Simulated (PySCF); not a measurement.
GeH4MgSe, SMILES [GeH3][Mg][SeH].

Geometry optimised at PBE-D3(BJ)/def2-SVP. The structure was generated by enumeration; whether it is a known compound was not checked. Other conformers were not sampled.

Computed with PySCF with TDA-PBE/def2-SVPD.

Vertical excitations. Gas-phase values at a fixed geometry. State labels are in the subgroup Cs.

Computed UV-visible absorptions:
```csv
state,symmetry,energy (eV),λ (nm),f,main pairs
S1,A",3.84,323,0.033,HOMO→LUMO 98 %
S2,A",3.92,316,0.000,HOMO→LUMO+1 99 %
S3,A',4.31,288,0.000,HOMO→LUMO+2 84 %
S4,A',4.56,272,0.019,HOMO−1→LUMO+1 96 %
S5,A",4.82,257,0.020,HOMO−1→LUMO+2 95 %
S6,A',5.01,247,0.719,HOMO−1→LUMO 73 %
S7,A",5.17,240,0.020,HOMO→LUMO+3 98 %
S8,A',5.63,220,0.179,"HOMO−1→LUMO+3 69 %, HOMO−2→LUMO+1 11 %"
S9,A',5.78,215,0.001,"HOMO−2→LUMO 73 %, HOMO−1→LUMO+3 14 %"
S10,A",5.80,214,0.000,HOMO→LUMO+4 91 %
T1,A",3.59,345,0,HOMO→LUMO 99 %
T2,A",3.86,322,0,HOMO→LUMO+1 100 %
T3,A',3.94,315,0,HOMO−1→LUMO 98 %
T4,A',3.96,313,0,HOMO→LUMO+2 97 %
```
Triplets are in the Tamm–Dancoff approximation.
